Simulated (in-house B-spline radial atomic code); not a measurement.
Inner levels of carbon as electrons are removed. A shift is the extra binding of the orbital against the neutral atom ([He] 2s2 2p1/2(2)). The density at the nucleus is averaged over the nuclear charge. Computed with a radial B-spline atomic code at the basis-set limit: Dirac-Hartree-Fock, jj configuration that fills j = l - 1/2 first, finite nuclei.

A number in brackets counts the electrons of a j subshell.

```csv
ion,configuration,shift of 1s1/2 (eV),radius of 1s1/2 (bohr),Σ<r²> (bohr²),change of density at nucleus (bohr⁻³)
C,[He] 2s2 2p1/2(2),0,0.26825,14.226,-
C+,[He] 2s2 2p1/2(1),15,0.26795,8.0525,0.94571
C2+,[He] 2s2,?,?,?,?
C3+,[He] 2s1,58.065,0.26718,2.1025,-0.59633
C4+,1s2,?,?,?,?
C5+,1s1,181.14,0.24984,0.08324,-59.633
```

(1) Fill in the row of C2+.

(2) Fill in the row of C4+.

Answers

(1) shift of 1s1/2 (eV): 35.482; radius of 1s1/2 (bohr): 0.26725; Σ<r²> (bohr²): 4.6173; change of density at nucleus (bohr⁻³): 2.3459.

(2) shift of 1s1/2 (eV): 83.574; radius of 1s1/2 (bohr): 0.2666; Σ<r²> (bohr²): 0.19121; change of density at nucleus (bohr⁻³): -4.7611.
